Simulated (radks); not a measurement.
Pm V, configuration [Xe] 4f3.

Calculated with a radial shooting solver on a logarithmic mesh with Libxc functionals: Dirac Kohn-Sham, PBEsol, spin-unpolarised, spherical densities, finite nucleus; open shells are shared between the two j in proportion to 2j + 1; Fermi nuclear charge, rms radius 4.962 fm.

Energy parts (Ry):
part                       energy
total                 -20039.9098
kinetic                21667.0538
electron-nucleus      -48825.7602
Hartree                 7567.2693
exchange-correlation    -448.4727

Orbitals (lengths in bohr, moments of r in powers of bohr; r(90%) holds 90 % of the orbital's charge):
orbital	occ.	eigenvalue (Ry)	<r^2>	r(90%)	<r^4>	<r>
1s1/2	2	-3307.863	0.0007322	0.0419	1.419e-06	0.02319
2s1/2	2	-540.8363	0.01151	0.153	0.0002292	0.09849
2p1/2	2	-512.4331	0.008395	0.136	0.0001429	0.08247
2p3/2	4	-471.2933	0.009642	0.144	0.0001827	0.08899
3s1/2	2	-121.0554	0.07755	0.382	0.009107	0.2603
3p1/2	2	-108.8683	0.07263	0.376	0.008370	0.2499
3p3/2	4	-100.6000	0.07991	0.393	0.01007	0.2625
3d3/2	4	-79.38544	0.06454	0.366	0.007478	0.2340
3d5/2	6	-77.59398	0.06659	0.371	0.007918	0.2379
4s1/2	2	-27.12584	0.3940	0.848	0.2254	0.5908
4p1/2	2	-22.47737	0.4166	0.880	0.2589	0.6051
4p3/2	4	-20.64540	0.4557	0.920	0.3097	0.6331
4d3/2	4	-12.97937	0.5271	1.01	0.4484	0.6745
4d5/2	6	-12.64964	0.5422	1.03	0.4746	0.6842
4f5/2	1.28571	-3.76418	0.9422	1.44	1.997	0.8682
4f7/2	1.71429	-3.72116	0.9583	1.46	2.067	0.8756
5s1/2	2	-6.24934	2.099	1.95	6.333	1.370
5p1/2	2	-4.89515	2.532	2.16	9.407	1.501
5p3/2	4	-4.59565	2.768	2.26	11.23	1.570

The highest occupied level is 4f7/2 at -50.629 eV. The electron density at the nucleus is 4.921e+05 e/bohr^3. Summed over all electrons, <r^2> = 33.35 bohr^2, which gives a Langevin (diamagnetic) susceptibility term of -26.4 x 10^-6 cm^3/mol. The density falls to 0.001 e/bohr^3 at r = 3.19 bohr.
